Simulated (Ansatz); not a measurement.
Reactions of `C[SiH2][B]1[O][AlH]1`.

Isolated molecules relaxed with PBE0-D4/def2-TZVP in Ansatz; ΔE leaves out vibrations. CCSD(T)/CBS is the MP2 limit (def2-TZVPP, def2-QZVPP) plus CCSD(T) − MP2 in def2-TZVPP, frozen cores. This one scheme is used for every species, atoms too. Functionals use def2-TZVPP. No spin–orbit coupling; open shells (•) take unrestricted orbitals. Spin–orbit coupling would lower the free atoms: a little for Al, B, C, O, Si. Each species was taken in one conformer, which may not be the lowest.

```tsv
reaction	PBE-D4 (eV)
`C[SiH2][B]1[O][AlH]1` → `[BH]1C[SiH2][O][AlH]1`	-0.94
`C[SiH2][B]1[O][AlH]1` + CH₄ → `C[B]1[O][AlH]1` + `C[SiH3]`	-0.08
`C[SiH2][B]1[O][AlH]1` + H₂S → `S[B]1[O][AlH]1` + `C[SiH3]`	-0.81
`C[SiH2][B]1[O][AlH]1` → `C[B]1[O][AlH]1` + `[SiH2]`	2.32
`C[SiH2][B]1[O][AlH]1` → Al• + B• + C• + 6 H• + O• + Si•	40.34
```

Give the CCSD(T)/CBS values in the same order. (Estimate.)

Computed: -1.28, -0.16, -0.84, 2.21, 39.75 eV.

Largest T1 diagnostic: 0.018, for Al•.
